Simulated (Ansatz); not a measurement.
BCl2(OH) (BCl2OH). Total charge 0; triplet. Geometry PBE0-D4/def2-TZVP, that of the neutral singlet; atoms count from 1.

Cartesian coordinates in Å:
```
B 0.0771 -0.1495 0.2632
Cl -0.3239 -0.8854 1.7939
Cl 1.7508 -0.1266 -0.2859
O -0.9060 0.3892 -0.4721
H -0.5980 0.7723 -1.2990
```

At PBE0-D4/def2-TZVP a singlet of charge 0 lies 6.87 eV below the triplet at the same geometry.

**Question.** Estimate the Mulliken populations from the PBE0/def2-TZVP orbitals of Ansatz.

**Answer.** 
```tsv
atom	charge (e)	spin (α − β)
B1	-0.05	0.81
Cl2	0.08	0.54
Cl3	0.05	0.52
O4	-0.40	0.13
H5	0.32	0.00
```
Mulliken values and Mayer orders depend strongly on the basis.

**Question.** Where does the spin sit?

**Answer.** Summed by element: B 0.81, Cl 1.06, O 0.13, H 0.00, of 2 unpaired in all. Largest on single atoms: B1 0.81, Cl2 0.54, Cl3 0.52.

**Question.** And the Mayer bond orders between bonded heavy atoms (over 0.3)?

**Answer.** B1–Cl2 0.98 (1.75 Å); B1–Cl3 0.98 (1.76 Å); B1–O4 1.21 (1.34 Å). Values over 0.3 also appear between atoms too far apart for a bond (Cl2–Cl3 0.40 at 3.03 Å); they arise where an orbital or an unpaired electron spreads over both atoms.
